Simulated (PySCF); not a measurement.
**Gas-phase thermal properties of BaCl₂**

Energies from PySCF (xtb for GFN2), thermal terms from the rigid-rotor harmonic-oscillator model, ideal gas at 1 bar. 'Table' is the NASA 1993 thermochemical table (part measured, part estimated). S°(298 K) at PBE0/def2-TZVP differs from the NASA 1993 table for BaCl₂ (-5 J/mol/K); whether the harmonic model or the table's entry is off was not settled. All species are closed-shell singlets. Ba: scalar-relativistic def2 core potential, no spin-orbit coupling. The harmonic model lacks anharmonicity and excited electronic states, which grow with temperature; levels with a mode under 35 cm⁻¹ are left out. Soft modes under 120 cm⁻¹ make the harmonic entropy rough for BaCl₂. The table's entry may be an old estimate for BaCl₂ (not checked at source).

```json
[
 {"level": "table", "point group": "-", "σ": "-", "ZPE (kJ/mol)": "-", "S°298 (J/mol/K)": "325.7", "Cp298 (J/mol/K)": "56.2", "S°1000 (J/mol/K)": "395.2", "H1000 − H298 (kJ/mol)": "40.4"},
 {"level": "GFN2-xTB", "point group": "C2v", "σ": "2", "ZPE (kJ/mol)": "2.5", "S°298 (J/mol/K)": "326.8", "Cp298 (J/mol/K)": "57.1", "S°1000 (J/mol/K)": "396.7", "H1000 − H298 (kJ/mol)": "40.6"},
 {"level": "PBE/def2-SVP", "point group": "C2v", "σ": "2", "ZPE (kJ/mol)": "3.7", "S°298 (J/mol/K)": "320.6", "Cp298 (J/mol/K)": "55.8", "S°1000 (J/mol/K)": "389.9", "H1000 − H298 (kJ/mol)": "40.3"},
 {"level": "PBE0/def2-TZVP", "point group": "C2v", "σ": "2", "ZPE (kJ/mol)": "3.5", "S°298 (J/mol/K)": "320.3", "Cp298 (J/mol/K)": "56.0", "S°1000 (J/mol/K)": "389.7", "H1000 − H298 (kJ/mol)": "40.4"}
]
```
σ: rotational symmetry number. Electronic degeneracy used: 1. Frequencies are unscaled.
